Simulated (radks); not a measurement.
Values are calculated unless marked as measured or tabulated.
Neutral hydrogen, configuration 1s1.

Code: a radial shooting solver on a logarithmic mesh with Libxc functionals. Model: non-relativistic Kohn-Sham, r2SCAN, spin-polarised, spherical densities, point nucleus; open shells are filled with parallel spins first; meta-GGA in the generalised Kohn-Sham scheme.

Energy parts (eV):
| part | energy |
|---|---|
| total | -13.610 |
| kinetic | 13.610 |
| electron-nucleus | -27.211 |
| Hartree | 8.445 |
| exchange-correlation | -8.455 |

Orbitals (lengths in bohr, moments of r in powers of bohr; r(max) is where P^2 peaks; r(90%) holds 90 % of the orbital's charge):
orbital  occ.  eigenvalue (eV)  r(90%)  r(max)    <r>
1s up       1          -8.0258    2.71  0.9863  1.517

The highest occupied level is 1s up at -8.026 eV. Spin moment in Bohr magnetons: 1. The density falls to 0.001 e/bohr^3 at r = 2.90 bohr. The spin density at the nucleus is 0.3262 e/bohr^3 (1s 0.3262), a Fermi contact field of 17.1 T. Virial ratio -V/T = 2.00000.
